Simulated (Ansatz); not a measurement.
`O=[C]([SiH3])[GeH2][F]` and `O=[C]([SiH3])[SnH3]` differ in one atom or group.

Ansatz, PBE0-D4/def2-TZVP geometries, multiplicity 1. Each molecule was computed in one conformer, which needn't be the lowest.

Elements past krypton have def2 core potentials. Scalar relativity is left out up to krypton.

```
                                          property  `O=[C]([SiH3])[GeH2][F]`
           HOMO–LUMO gap (ωB97M-V/def2-TZVPP) / eV                      9.04
size of the dipole moment (ωB97M-V/def2-TZVPP) / D                      0.12
               LUMO energy (B3LYP/def2-TZVPP) / eV                     -2.39
  size of the dipole moment (B3LYP/def2-TZVPP) / D                      0.07
             HOMO–LUMO gap (B3LYP/def2-TZVPP) / eV                      4.19
              HOMO–LUMO gap (PBE0/def2-TZVPP) / eV                      4.62
```

(1) Give the same properties after the change, and the shifts. (Best estimate.)

## Answers

(1) Computed: 
```
                                          property  `O=[C]([SiH3])[SnH3]`  shift
           HOMO–LUMO gap (ωB97M-V/def2-TZVPP) / eV                   8.74  -0.30
size of the dipole moment (ωB97M-V/def2-TZVPP) / D                   1.77   1.65
               LUMO energy (B3LYP/def2-TZVPP) / eV                  -2.13   0.26
  size of the dipole moment (B3LYP/def2-TZVPP) / D                   1.73   1.66
             HOMO–LUMO gap (B3LYP/def2-TZVPP) / eV                   4.00  -0.19
              HOMO–LUMO gap (PBE0/def2-TZVPP) / eV                   4.41  -0.21
```

With PBE0 the HOMO rises by 0.46 eV and the LUMO rises by 0.26 eV, so the gap narrows by about 0.20 eV. PBE moves the HOMO by 0.33 eV and ωB97M-V by 0.55 eV. Dipoles are sizes alone; their direction can turn.

B3LYP here is the variant with VWN-RPA as its local correlation; programs differ in this.
